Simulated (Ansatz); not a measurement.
Geometry optimisation, RKS PBE-D4/def2-SVP in Ansatz 0.2.0.

input.yaml

```yaml
crystal:
  periodic: [false, false, false]
  atoms:
    - { symbol: Ta, position_ang: [0.0, 0.0, 0.0] }
    - { symbol: Cl, position_ang: [2.82, 0.0, 0.0] }
    - { symbol: F, position_ang: [0.0, 0.0, 1.93] }
    - { symbol: F, position_ang: [0.0, 0.0, -1.93] }
    - { symbol: F, position_ang: [-0.965, 1.6714, 0.0] }
    - { symbol: Cl, position_ang: [-1.235, -2.139, 0.0] }
    - { symbol: S, position_ang: [0.8829, -2.3126, -1.3086] }
    - { symbol: H, position_ang: [0.571, -3.436, -0.5336] }
    - { symbol: H, position_ang: [2.2296, -1.3696, -0.775] }
basis:
  gaussian: { orbitals: def2-SVP }
hamiltonian:
  xc: pbe
  dispersion: d4
relax:
  f_tol: 0.15
  max_steps: 25
  restrain:
    - { distance: [0, 6], at: 2.5, k: 30.0 }
    - { distance: [8, 1], at: 1.37, k: 30.0 }
    - { distance: [0, 1], at: 3.67, k: 30.0 }
    - { distance: [8, 6], at: 2.6, k: 30.0 }
```

Launched with:

```bash
$ ansatz run input.yaml --threads 4 --pin off --max-ram 5120MiB --backend cpu --events-out ev --progress --plain --runs-dir out
```

Question: Where does it end, and by what steps?

Answer: It converged. The restraints hold the end off the free minimum; the threshold counts their pulls, which the force column leaves out. Restrained pairs: Ta1–S7 (2.80 → 2.48 Å), Cl2–H9 (1.68 → 1.34 Å), Ta1–Cl2 (2.82 → 3.67 Å), S7–H9 (1.73 → 2.60 Å). After 16 steps the energy has fallen by 3.158 eV (the restraints' own energy left out); Cl6 moved furthest, 1.74 Å.

```tsv
step	energy less start (eV)	largest force component (eV/Å)	accepted
0	0.0000	3.550	yes
1	0.3146	3.878	yes
2	0.3297	4.090	yes
3	-0.4205	3.813	yes
4	-1.3519	2.189	yes
5	-1.9742	1.034	yes
6	-2.4159	0.728	yes
7	-2.7076	0.753	yes
8	-2.8454	0.866	yes
9	-2.9133	0.833	yes
10	-2.9783	0.753	yes
11	-3.0248	0.988	yes
12	-3.0657	0.972	yes
13	-3.1426	0.839	yes
14	-3.1432	0.867	yes
15	-3.1538	0.855	yes
16	-3.1578	0.800	yes
```

```xyz
9
Properties=species:S:1:pos:R:3
Ta -0.475 -0.573 -0.234
Cl 3.049 0.439 -0.222
F 0.025 -1.204 1.478
F -0.272 -0.004 -2.022
F -0.257 1.196 0.359
Cl -2.669 -1.192 -0.250
S 0.918 -2.446 -1.082
H 1.108 -3.034 0.135
H 2.877 -0.769 -0.780
```

The run took 39 s on 4 threads of Arm Neoverse V2 (shared host), peak memory 0.22 GiB.
